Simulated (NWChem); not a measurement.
Basis-set dependence for F$_{3}$OTa

```xyz
5

Ta    -0.0029     0.0083     0.0000
O     -0.5568     1.6224     0.0000
F      1.0212    -0.2121     1.5537
F      1.0212    -0.2121    -1.5537
F     -1.5242    -1.0856     0.0000
```
Charge 0, spin multiplicity 1.

Everything below was run with NWChem. All single points use one geometry, from PBE0/def2-SVP with def2 effective core potentials on Ta, a minimum by its harmonic frequencies.

Hartree-Fock energies in Ha, correlation energies in mHa.

Effective core potentials replace the inner electrons of Ta; spin-orbit coupling is left out. The correlated methods keep 4 core orbitals frozen. The structure started from a generated list of species.

| basis | functions | RHF | MP2 | SCS-MP2 |
|---|---|---|---|---|
| def2-SVP | 88 | -429.51433 | -1051.2 | -991.8 |
| def2-TZVP | 164 | -430.01140 | -1352.9 | -1292.1 |

From def2-SVP to def2-TZVP the Hartree-Fock energy moves by -497.1 mHa and the MP2 correlation energy by -301.7 mHa, which is 22 % of its value in the larger set.
